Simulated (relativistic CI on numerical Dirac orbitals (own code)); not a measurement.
Ti4+: M2,3 absorption edge

Computed with this model: Dirac-Coulomb-Breit CI, KLI orbitals optimised for each configuration, model QED (radiative potential, 1s self-energy scaled to tabulated hydrogen-like ionisation energies), multiplet model of core-to-valence dipole absorption, unscaled Slater integrals; configurations [Ne] 3s2 3p6 → [Ne] 3s2 3p5 3d; 10 K; Lorentzian 0.48 eV and Gaussian 0.3 eV FWHM. Energies are those of the free ion, without screening or charge transfer. The branching ratio is the share of the lower-energy edge in the whole absorption, uncertain by about 0.02 where the edges overlap. S is read from ⟨S²⟩ = S(S + 1).

Field parameters in Wybourne normalisation: D3d B²₀ = −7Dσ, B⁴₀ = −14Dq − 21Dτ, B⁴₃ = −14√(10/7) Dq; D4h B²₀ = −7Ds, B⁴₀ = 21(Dq − Dt), B⁴₄ = 21√(5/14) Dq; Td as Oh with Dq negative (B⁴₀ = 21Dq, B⁴₄ = √(5/14) B⁴₀). The field is a parameter set, without covalency.

free ion: ground-state S = 0.00, centroid 52.07 eV. Peaks (eV, height): 52.1 (100).

Td, 10Dq = -13300 cm⁻¹: ground-state S = 0.00, centroid 52.07 eV. Peaks (eV, height): 52.1 (100).

D3d, 10Dq = 38950, Dσ = 690, Dτ = 20 cm⁻¹: ground-state S = 0.00, centroid 52.07 eV. Peaks (eV, height): 52.5 (100).

D4h, 10Dq = 36350, Ds = 2010, Dt = 810 cm⁻¹: ground-state S = 0.00, centroid 52.07 eV. Peaks (eV, height): 52.0 (62), 52.6 (100).

Strongest unbroadened transitions for free ion:

```json
{"Energy (eV)": "38.29", "Relative strength": "0.1"}
{"Energy (eV)": "52.07", "Relative strength": "100.0"}
```
